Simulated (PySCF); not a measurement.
GeHFCl₂, SMILES [GeH]([F])([Cl])[Cl].

Geometry: PBE-D3(BJ)/def2-SVP.

Calculation: PBE-D3(BJ)/def2-SVP (PySCF).

Frequencies are harmonic and unscaled.

```tsv
mode	ν (cm⁻¹)	IR (km/mol)	Raman (Å⁴/amu)	depolarisation	moving atoms (share of kinetic energy)
1	138	1.9	3.4	0.72	Cl 76 %, Ge 17 %
2	187	8.1	1.8	0.75	F 67 %, Cl 24 %
3	205	15.0	2.1	0.68	F 39 %, Ge 35 %, Cl 26 %
4	415	25.0	12.5	0.09	Cl 75 %, Ge 24 %
5	445	86.8	3.7	0.75	Cl 60 %, Ge 40 %
6	676	76.2	17.0	0.75	H 97 %
7	690	59.2	14.2	0.64	H 91 %
8	707	46.6	5.8	0.28	F 78 %, Ge 18 %
9	2138	51.6	189.8	0.21	H 99 %
```
